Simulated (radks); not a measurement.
The thallium anion Tl- inside a hard spherical wall (all orbitals vanish at R), configuration held at [Hg] 6p2 and not refilled when levels cross. Method: scalar-relativistic Kohn-Sham, LDA (Slater exchange, VWN5 correlation), spin-unpolarised, spherical densities, point nucleus; computed with a radial shooting solver on a logarithmic mesh with Libxc functionals. Eigenvalues in eV, with the zero of energy where the potential of the charges vanishes at infinity; a dash marks a level that is unbound or too diffuse for the functional's potential to be trusted. A positive occupied level is held by the wall or, in an anion where self-interaction has pushed it up, behind a barrier. The pressure on the wall is -dE/dV.

R (bohr)  E (hartree)  kinetic (hartree)    e(5p)    e(5d)   e(6s)   e(6p)  e(7s, empty)  e(6d, empty)  pressure (GPa)
20        -20235.0213          22793.457  -71.753  -11.114  -5.431   1.225         1.579         2.235         0.00187
15        -20235.0183          22793.462  -71.340  -10.700  -5.038   1.541         2.200         3.264          0.0119
7         -20234.9386          22793.690  -68.310   -7.697  -2.410   4.406         9.636        10.426            2.29
6         -20234.8649          22793.946  -66.972   -6.398  -1.274   6.018        14.448        13.888            7.14
3.5       -20233.2835          22800.000  -54.771    4.977  11.833  24.819        67.678        47.073             441
3         -20231.4542          22806.928  -46.442   12.933  23.303  40.411        107.12        70.663            1440
1.5       -20155.0145          23056.692   83.754   166.27  335.06  403.74        822.30        492.35          233000
